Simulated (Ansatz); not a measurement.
A short molecular-dynamics run on [Ni(NH3)(H2O)5]2+ (NiNO₅H₁₃²⁺).

```yaml
crystal:
  periodic: [false, false, false]
  atoms:
    - {symbol: Ni, position_ang: [0.000574, -0.004041, -0.007363]}
    - {symbol: N, position_ang: [-0.164841, 0.061950, 2.050240]}
    - {symbol: H, position_ang: [0.132252, -0.793585, 2.531843]}
    - {symbol: H, position_ang: [-1.124844, 0.224555, 2.373427]}
    - {symbol: H, position_ang: [0.397375, 0.801112, 2.486058]}
    - {symbol: O, position_ang: [0.185935, -0.053790, -2.077151]}
    - {symbol: H, position_ang: [-0.531354, -0.122464, -2.726804]}
    - {symbol: H, position_ang: [1.020702, -0.015846, -2.570356]}
    - {symbol: O, position_ang: [2.063874, 0.125583, -0.012442]}
    - {symbol: H, position_ang: [2.665505, -0.610885, 0.180782]}
    - {symbol: H, position_ang: [2.579261, 0.939437, 0.103966]}
    - {symbol: O, position_ang: [-2.038414, -0.144492, -0.329191]}
    - {symbol: H, position_ang: [-2.573648, -0.952293, -0.281678]}
    - {symbol: H, position_ang: [-2.661630, 0.598466, -0.357308]}
    - {symbol: O, position_ang: [-0.123249, 2.051150, -0.210908]}
    - {symbol: H, position_ang: [-0.272846, 2.774955, 0.417349]}
    - {symbol: H, position_ang: [-0.058431, 2.460059, -1.088611]}
    - {symbol: O, position_ang: [0.162355, -2.064772, -0.092318]}
    - {symbol: H, position_ang: [0.274643, -2.501038, -0.951947]}
    - {symbol: H, position_ang: [0.066780, -2.774050, 0.562391]}
basis:
  gaussian: {orbitals: def2-SVP}
total_charge: 2
magnetization: {spin_polarized: true, initial_magnetization: 2}
hamiltonian: {xc: {name: r2SCAN}, dispersion: d3bj}
md: {timestep: 0.5 fs, n_steps: 15, ensemble: nve, temperature: 700, initial_velocities: maxwell_boltzmann, seed: 476}
scf: {omitted_lower_state_checks: [starts]}
```

```sh
$ ansatz run in.yaml --threads 2 --pin off --events-out ev --progress --plain --max-ram 22528MiB --backend cuda --devices 0, --max-vram 18GiB
```

| step | time (fs) | potential energy (eV) | kinetic (eV) | T (K) | conserved (eV) |
| --- | --- | --- | --- | --- | --- |
| 0 | 0.0 | -52949.0666 | 1.6287 | 700 | -52947.4379 |
| 1 | 0.5 | -52949.0360 | 1.5989 | 687 | -52947.4371 |
| 2 | 1.0 | -52948.9552 | 1.5198 | 653 | -52947.4355 |
| 3 | 1.5 | -52948.8499 | 1.4162 | 609 | -52947.4337 |
| 4 | 2.0 | -52948.7481 | 1.3157 | 565 | -52947.4324 |
| 5 | 2.5 | -52948.6709 | 1.2390 | 533 | -52947.4319 |
| 6 | 3.0 | -52948.6269 | 1.1948 | 514 | -52947.4322 |
| 7 | 3.5 | -52948.6118 | 1.1786 | 507 | -52947.4331 |
| 8 | 4.0 | -52948.6106 | 1.1762 | 506 | -52947.4344 |
| 9 | 4.5 | -52948.6042 | 1.1687 | 502 | -52947.4355 |
| 10 | 5.0 | -52948.5765 | 1.1408 | 490 | -52947.4357 |
| 11 | 5.5 | -52948.5244 | 1.0896 | 468 | -52947.4348 |
| 12 | 6.0 | -52948.4629 | 1.0299 | 443 | -52947.4330 |
| 13 | 6.5 | -52948.4210 | 0.9898 | 425 | -52947.4311 |
| 14 | 7.0 | -52948.4261 | 0.9954 | 428 | -52947.4307 |
| 15 | 7.5 | -52948.4846 | 1.0525 | 452 | -52947.4321 |

Velocities are drawn at the set temperature; a run this short doesn't reach equilibrium.

Frames (Å, forces in eV/Å):

```xyz
20
time=0.0 fs
Ni    0.001   -0.004   -0.007   -0.002    0.001    0.003
N    -0.165    0.062    2.050   -0.001    0.001   -0.002
H     0.132   -0.794    2.532    0.004   -0.003   -0.001
H    -1.125    0.225    2.373   -0.002   -0.001   -0.001
H     0.397    0.801    2.486    0.000    0.003   -0.001
O     0.186   -0.054   -2.077    0.000    0.000   -0.001
H    -0.531   -0.122   -2.727    0.000    0.000    0.002
H     1.021   -0.016   -2.570   -0.001    0.000    0.002
O     2.064    0.126   -0.012    0.001    0.001   -0.002
H     2.666   -0.611    0.181   -0.002   -0.001    0.001
H     2.579    0.939    0.104   -0.001   -0.001    0.000
O    -2.038   -0.144   -0.329    0.001   -0.002    0.001
H    -2.574   -0.952   -0.282    0.001    0.001    0.000
H    -2.662    0.598   -0.357    0.000    0.002   -0.001
O    -0.123    2.051   -0.211    0.002   -0.001    0.001
H    -0.273    2.775    0.417   -0.001   -0.001    0.000
H    -0.058    2.460   -1.089    0.000   -0.001    0.000
O     0.162   -2.065   -0.092   -0.001    0.000   -0.005
H     0.275   -2.501   -0.952    0.000    0.002    0.003
H     0.067   -2.774    0.562    0.000   -0.001    0.002
20
time=0.5 fs
Ni    0.000   -0.004   -0.008   -0.022    0.029    0.002
N    -0.160    0.062    2.050   -0.366   -0.362    0.150
H     0.135   -0.812    2.523   -0.021    0.444   -0.128
H    -1.128    0.217    2.382    0.364   -0.013   -0.129
H     0.401    0.810    2.469    0.037   -0.071    0.114
O     0.189   -0.054   -2.073    0.073    0.017   -0.683
H    -0.542   -0.117   -2.729    0.593    0.043    0.398
H     1.042    0.002   -2.562   -0.670   -0.061    0.269
O     2.064    0.127   -0.011   -0.386   -0.125   -0.097
H     2.658   -0.602    0.211    0.173   -0.137    0.048
H     2.567    0.943    0.079    0.219    0.261    0.050
O    -2.039   -0.142   -0.329   -0.234    0.241   -0.027
H    -2.576   -0.948   -0.264    0.002   -0.029   -0.003
H    -2.670    0.601   -0.378    0.231   -0.222    0.026
O    -0.126    2.049   -0.214   -0.021    0.264    0.085
H    -0.255    2.770    0.436    0.060   -0.258   -0.449
H    -0.069    2.447   -1.104   -0.037    0.000    0.367
O     0.161   -2.063   -0.093    0.009   -0.320   -0.099
H     0.265   -2.512   -0.950    0.007    0.181    0.006
H     0.062   -2.788    0.546   -0.012    0.120    0.101
20
time=1.0 fs
Ni    0.000   -0.005   -0.008   -0.041    0.055    0.000
N    -0.155    0.061    2.050   -0.688   -0.683    0.267
H     0.138   -0.828    2.513   -0.031    0.838   -0.222
H    -1.131    0.209    2.391    0.678   -0.012   -0.243
H     0.404    0.818    2.453    0.067   -0.148    0.217
O     0.192   -0.053   -2.068    0.145    0.058   -1.212
H    -0.552   -0.112   -2.730    1.074    0.072    0.706
H     1.061    0.020   -2.553   -1.226   -0.134    0.469
O     2.064    0.128   -0.010   -0.693   -0.253   -0.167
H     2.650   -0.594    0.241    0.305   -0.209    0.088
H     2.556    0.948    0.055    0.401    0.462    0.083
O    -2.040   -0.140   -0.328   -0.457    0.441   -0.064
H    -2.578   -0.943   -0.247    0.010   -0.042   -0.006
H    -2.678    0.604   -0.398    0.440   -0.423    0.063
O    -0.128    2.047   -0.218   -0.028    0.471    0.178
H    -0.238    2.764    0.454    0.092   -0.472   -0.863
H    -0.080    2.435   -1.119   -0.059    0.016    0.691
O     0.160   -2.062   -0.094    0.011   -0.647   -0.180
H     0.255   -2.523   -0.948    0.019    0.358    0.001
H     0.058   -2.802    0.530   -0.021    0.251    0.194
20
time=2.0 fs
Ni   -0.001   -0.005   -0.008   -0.076    0.099    0.002
N    -0.146    0.060    2.050   -1.127   -1.103    0.350
H     0.143   -0.856    2.493    0.013    1.372   -0.291
H    -1.130    0.194    2.405    1.067    0.032   -0.397
H     0.412    0.834    2.422    0.096   -0.313    0.380
O     0.198   -0.053   -2.060    0.251    0.174   -1.725
H    -0.562   -0.101   -2.727    1.625    0.092    1.002
H     1.090    0.054   -2.532   -1.889   -0.275    0.636
O     2.064    0.130   -0.008   -0.939   -0.416   -0.198
H     2.638   -0.578    0.302    0.395   -0.114    0.093
H     2.536    0.960    0.007    0.570    0.531    0.115
O    -2.041   -0.136   -0.328   -0.788    0.635   -0.139
H    -2.583   -0.934   -0.212    0.054   -0.010   -0.018
H    -2.691    0.605   -0.439    0.718   -0.670    0.147
O    -0.133    2.043   -0.224    0.000    0.604    0.364
H    -0.201    2.749    0.482    0.073   -0.678   -1.462
H    -0.102    2.409   -1.142   -0.062    0.116    1.111
O     0.158   -2.060   -0.095   -0.010   -1.256   -0.283
H     0.236   -2.542   -0.945    0.055    0.669   -0.055
H     0.049   -2.827    0.499   -0.027    0.511    0.367
20
time=2.5 fs
Ni   -0.002   -0.006   -0.008   -0.091    0.114    0.005
N    -0.142    0.060    2.050   -1.228   -1.175    0.308
H     0.145   -0.864    2.482    0.069    1.487   -0.263
H    -1.126    0.186    2.411    1.122    0.072   -0.427
H     0.416    0.841    2.408    0.095   -0.398    0.439
O     0.201   -0.053   -2.056    0.280    0.226   -1.711
H    -0.561   -0.095   -2.722    1.688    0.087    0.988
H     1.099    0.071   -2.519   -1.983   -0.327    0.606
O     2.064    0.130   -0.007   -0.870   -0.416   -0.160
H     2.633   -0.571    0.333    0.354    0.044    0.041
H     2.528    0.968   -0.017    0.547    0.376    0.133
O    -2.042   -0.134   -0.327   -0.871    0.612   -0.163
H    -2.585   -0.930   -0.195    0.085    0.027   -0.029
H    -2.694    0.604   -0.458    0.767   -0.695    0.181
O    -0.135    2.041   -0.227    0.028    0.512    0.449
H    -0.183    2.739    0.491    0.036   -0.655   -1.612
H    -0.113    2.397   -1.150   -0.049    0.202    1.179
O     0.157   -2.059   -0.096   -0.030   -1.503   -0.303
H     0.226   -2.549   -0.943    0.078    0.789   -0.112
H     0.045   -2.838    0.485   -0.026    0.621    0.452
20
time=3.0 fs
Ni   -0.002   -0.006   -0.009   -0.105    0.124    0.011
N    -0.138    0.059    2.050   -1.246   -1.150    0.207
H     0.148   -0.870    2.470    0.148    1.492   -0.198
H    -1.120    0.179    2.417    1.079    0.122   -0.423
H     0.421    0.847    2.395    0.087   -0.481    0.483
O     0.204   -0.052   -2.052    0.290    0.261   -1.523
H    -0.557   -0.089   -2.714    1.610    0.075    0.865
H     1.102    0.086   -2.504   -1.918   -0.356    0.508
O     2.064    0.131   -0.006   -0.708   -0.360   -0.099
H     2.629   -0.564    0.365    0.272    0.247   -0.049
H     2.522    0.977   -0.040    0.470    0.119    0.166
O    -2.044   -0.131   -0.327   -0.890    0.513   -0.170
H    -2.587   -0.925   -0.178    0.119    0.071   -0.043
H    -2.696    0.600   -0.478    0.748   -0.651    0.203
O    -0.137    2.039   -0.231    0.059    0.315    0.521
H    -0.165    2.727    0.496   -0.010   -0.545   -1.650
H    -0.124    2.385   -1.156   -0.030    0.310    1.149
O     0.156   -2.058   -0.097   -0.053   -1.693   -0.305
H     0.217   -2.554   -0.941    0.102    0.878   -0.187
H     0.040   -2.848    0.472   -0.025    0.708    0.535
20
time=4.0 fs
Ni   -0.003   -0.007   -0.009   -0.132    0.125    0.029
N    -0.130    0.056    2.051   -1.056   -0.818   -0.168
H     0.154   -0.870    2.445    0.367    1.175    0.032
H    -1.099    0.165    2.424    0.708    0.241   -0.307
H     0.430    0.855    2.372    0.061   -0.619    0.539
O     0.211   -0.052   -2.046    0.251    0.241   -0.645
H    -0.537   -0.077   -2.693    1.031    0.040    0.301
H     1.095    0.115   -2.472   -1.301   -0.317    0.117
O     2.063    0.133   -0.003   -0.265   -0.143    0.045
H     2.623   -0.547    0.426    0.065    0.674   -0.301
H     2.511    0.995   -0.085    0.245   -0.519    0.282
O    -2.046   -0.127   -0.327   -0.725    0.130   -0.116
H    -2.590   -0.916   -0.143    0.174    0.156   -0.077
H    -2.695    0.589   -0.515    0.524   -0.371    0.187
O    -0.142    2.035   -0.237    0.108   -0.359    0.602
H    -0.128    2.701    0.495   -0.090   -0.086   -1.384
H    -0.147    2.364   -1.158    0.007    0.575    0.809
O     0.153   -2.058   -0.099   -0.100   -1.874   -0.266
H     0.199   -2.558   -0.940    0.150    0.960   -0.374
H     0.031   -2.862    0.450   -0.022    0.788    0.693
20
time=4.5 fs
Ni   -0.004   -0.007   -0.009   -0.145    0.116    0.042
N    -0.127    0.055    2.051   -0.867   -0.531   -0.435
H     0.159   -0.866    2.432    0.502    0.866    0.187
H    -1.086    0.158    2.426    0.399    0.303   -0.198
H     0.435    0.857    2.362    0.051   -0.660    0.556
O     0.214   -0.051   -2.043    0.193    0.167    0.020
H    -0.522   -0.070   -2.682    0.546    0.022   -0.127
H     1.087    0.128   -2.455   -0.758   -0.234   -0.162
O     2.062    0.133   -0.002   -0.062   -0.022    0.110
H     2.620   -0.537    0.456   -0.027    0.847   -0.436
H     2.507    1.003   -0.107    0.140   -0.810    0.358
O    -2.048   -0.124   -0.326   -0.551   -0.120   -0.055
H    -2.591   -0.910   -0.127    0.187    0.186   -0.093
H    -2.692    0.582   -0.533    0.337   -0.160    0.145
O    -0.144    2.034   -0.239    0.116   -0.806    0.594
H    -0.110    2.687    0.489   -0.108    0.247   -1.090
H    -0.159    2.355   -1.156    0.020    0.720    0.528
O     0.152   -2.058   -0.100   -0.120   -1.861   -0.235
H     0.190   -2.557   -0.941    0.170    0.954   -0.470
H     0.026   -2.866    0.442   -0.021    0.777    0.762
20
time=5.0 fs
Ni   -0.004   -0.007   -0.009   -0.159    0.102    0.056
N    -0.123    0.053    2.051   -0.638   -0.189   -0.741
H     0.165   -0.859    2.420    0.648    0.479    0.358
H    -1.072    0.153    2.428    0.032    0.363   -0.061
H     0.440    0.857    2.354    0.047   -0.675    0.568
O     0.217   -0.051   -2.040    0.101    0.043    0.782
H    -0.507   -0.064   -2.670   -0.026    0.009   -0.619
H     1.077    0.141   -2.439   -0.092   -0.108   -0.477
O     2.061    0.134   -0.001    0.093    0.085    0.160
H     2.617   -0.524    0.485   -0.095    0.971   -0.558
H     2.504    1.008   -0.128    0.060   -1.038    0.435
O    -2.049   -0.121   -0.326   -0.335   -0.376    0.024
H    -2.591   -0.904   -0.110    0.187    0.201   -0.106
H    -2.689    0.575   -0.550    0.122    0.072    0.084
O    -0.146    2.032   -0.242    0.106   -1.288    0.547
H    -0.092    2.673    0.481   -0.103    0.621   -0.716
H    -0.170    2.348   -1.153    0.026    0.860    0.207
O     0.151   -2.058   -0.101   -0.136   -1.787   -0.203
H     0.182   -2.553   -0.942    0.185    0.922   -0.556
H     0.022   -2.868    0.435   -0.022    0.734    0.818
20
time=6.0 fs
Ni   -0.005   -0.008   -0.010   -0.190    0.063    0.086
N    -0.117    0.050    2.051   -0.170    0.502   -1.369
H     0.181   -0.844    2.399    0.918   -0.367    0.688
H    -1.045    0.145    2.432   -0.723    0.450    0.246
H     0.450    0.853    2.342    0.067   -0.609    0.586
O     0.224   -0.050   -2.033   -0.184   -0.309    2.197
H    -0.478   -0.051   -2.653   -1.117    0.003   -1.532
H     1.057    0.165   -2.411    1.286    0.224   -1.071
O     2.060    0.135    0.001    0.212    0.209    0.207
H     2.611   -0.492    0.538   -0.135    1.043   -0.713
H     2.497    1.012   -0.166    0.000   -1.229    0.554
O    -2.053   -0.117   -0.326    0.121   -0.784    0.193
H    -2.590   -0.892   -0.078    0.138    0.184   -0.120
H    -2.681    0.561   -0.585   -0.282    0.480   -0.062
O    -0.151    2.027   -0.248    0.035   -2.150    0.363
H    -0.057    2.652    0.460   -0.021    1.336    0.078
H    -0.193    2.341   -1.146    0.020    1.075   -0.392
O     0.149   -2.060   -0.103   -0.150   -1.494   -0.164
H     0.168   -2.539   -0.950    0.201    0.803   -0.650
H     0.012   -2.868    0.427   -0.027    0.571    0.874
20
time=6.5 fs
Ni   -0.006   -0.008   -0.010   -0.207    0.039    0.101
N    -0.114    0.048    2.050    0.008    0.748   -1.617
H     0.192   -0.837    2.390    1.004   -0.711    0.809
H    -1.033    0.142    2.434   -1.013    0.466    0.378
H     0.456    0.849    2.338    0.093   -0.527    0.593
O     0.227   -0.049   -2.029   -0.342   -0.471    2.570
H    -0.466   -0.044   -2.649   -1.420    0.011   -1.774
H     1.052    0.178   -2.400    1.751    0.364   -1.249
O     2.060    0.136    0.002    0.169    0.212    0.204
H     2.607   -0.472    0.562   -0.103    0.992   -0.731
H     2.493    1.009   -0.184    0.025   -1.178    0.582
O    -2.054   -0.114   -0.326    0.300   -0.876    0.254
H    -2.590   -0.884   -0.062    0.091    0.154   -0.119
H    -2.678    0.556   -0.602   -0.412    0.594   -0.117
O    -0.153    2.024   -0.250   -0.013   -2.393    0.268
H    -0.040    2.646    0.449    0.036    1.567    0.365
H    -0.204    2.341   -1.144    0.013    1.121   -0.577
O     0.148   -2.061   -0.105   -0.149   -1.304   -0.166
H     0.161   -2.529   -0.956    0.201    0.728   -0.639
H     0.007   -2.865    0.426   -0.030    0.466    0.864
20
time=7.5 fs
Ni   -0.007   -0.008   -0.010   -0.242   -0.009    0.131
N    -0.108    0.046    2.048    0.143    0.805   -1.795
H     0.222   -0.829    2.380    0.969   -0.966    0.875
H    -1.018    0.140    2.442   -1.187    0.420    0.501
H     0.467    0.837    2.334    0.163   -0.285    0.605
O     0.234   -0.049   -2.021   -0.515   -0.547    2.150
H    -0.454   -0.031   -2.654   -1.208    0.021   -1.528
H     1.053    0.207   -2.387    1.716    0.395   -1.170
O     2.059    0.138    0.004   -0.101    0.080    0.157
H     2.599   -0.425    0.605    0.049    0.745   -0.628
H     2.487    0.996   -0.214    0.177   -0.795    0.540
O    -2.057   -0.110   -0.325    0.448   -0.758    0.255
H    -2.588   -0.869   -0.031   -0.034    0.070   -0.105
H    -2.676    0.549   -0.638   -0.432    0.542   -0.118
O    -0.157    2.018   -0.255   -0.060   -2.216    0.192
H    -0.005    2.645    0.431    0.087    1.545    0.449
H    -0.226    2.349   -1.143    0.013    1.035   -0.565
O     0.145   -2.064   -0.107   -0.137   -0.902   -0.218
H     0.149   -2.504   -0.973    0.186    0.564   -0.480
H    -0.003   -2.857    0.431   -0.034    0.255    0.752
```

Run time 45 s (2 threads of AMD EPYC 7R13 on a shared host and a share (18 GiB) of an NVIDIA H100 80GB HBM3), peak host memory 1 GiB.
